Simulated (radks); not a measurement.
The nuclear charge of neutral manganese is varied continuously with 25 electrons held in [Ar] 3d5 4s2. All-electron calculation, scalar-relativistic Kohn-Sham, r2SCAN, spin-polarised, spherical densities, finite nucleus; open shells are filled with parallel spins first; meta-GGA in the generalised Kohn-Sham scheme; Fermi nuclear charge, rms radius 3.7057 fm. Program: a radial shooting solver on a logarithmic mesh with Libxc functionals. By the Hellmann-Feynman theorem dE/dZ = E(electron-nucleus)/Z, the electronic potential at the nucleus (averaged over a nucleus of fixed radius). The scalar-relativistic energy here is not variational (the density holds large components alone), so the two differ by a part that grows with Z.

\begin{tabular}{lrrrrr}
Z & E (hartree) & E(electron-nucleus)/Z (hartree) & HOMO & e(HOMO) (eV) & <r> HOMO (bohr) \\ \hline
24.8 & -1136.71216 & -109.475 & 4s & -3.117 & 3.623 \\
25 & -1158.74197 & -110.656 & 4s & -4.556 & 3.396 \\
25.2 & -1181.00800 & -111.833 & 4s & -6.118 & 3.211 \\
25.4 & -1203.50977 & -113.008 & 4s & -7.793 & 3.056 \\
25.6 & -1226.24689 & -114.181 & 4s & -9.576 & 2.923 \\
25.8 & -1249.21904 & -115.353 & 4s & -11.461 & 2.806 \\
26 & -1272.42597 & -116.524 & 4s & -13.445 & 2.702 \\
\end{tabular}

The central difference of E at Z = 25 is -110.740 hartree, to compare with the third column; the second derivative is -5.91 hartree.
